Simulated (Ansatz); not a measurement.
Start from `[OH][Hf]([OH])([OH])[Cl]` and change one atom or group to get `[OH][Hf]([OH])([SH])[Cl]`.

Ansatz, PBE0-D4/def2-TZVP geometries, multiplicity 1. Each molecule was computed in one conformer, which needn't be the lowest.

Elements past krypton have def2 core potentials.

```csv
property,`[OH][Hf]([OH])([OH])[Cl]`
HOMO energy (PBE0/def2-TZVPP) / eV,-8.62
size of the dipole moment (ωB97M-V/def2-TZVPP) / D,3.65
HOMO energy (ωB97M-V/def2-TZVPP) / eV,-10.91
"ideal-gas entropy at 298 K and 1 bar (rigid rotor, harmonic PBE0-D4/def2-TZVP) / J/(mol·K)",400
HOMO–LUMO gap (PBE0/def2-TZVPP) / eV,8.47
HOMO–LUMO gap (ωB97M-V/def2-TZVPP) / eV,11.92
```

(1) What does the change do to each property? (Best estimate.)

Results:

(1) The calculation gave: 
```
                                                                                  property  `[OH][Hf]([OH])([SH])[Cl]`  shift
                                                        HOMO energy (PBE0/def2-TZVPP) / eV                       -7.44   1.18
                                        size of the dipole moment (ωB97M-V/def2-TZVPP) / D                        3.76   0.11
                                                     HOMO energy (ωB97M-V/def2-TZVPP) / eV                       -9.59   1.32
ideal-gas entropy at 298 K and 1 bar (rigid rotor, harmonic PBE0-D4/def2-TZVP) / J/(mol·K)                         418     18
                                                      HOMO–LUMO gap (PBE0/def2-TZVPP) / eV                        6.86  -1.61
                                                   HOMO–LUMO gap (ωB97M-V/def2-TZVPP) / eV                       10.49  -1.43
```

With PBE0 the HOMO rises by 1.18 eV and the LUMO falls by 0.43 eV, so the gap narrows by about 1.61 eV. PBE moves the HOMO by 0.93 eV and ωB97M-V by 1.32 eV. Dipoles are sizes alone; their direction can turn.
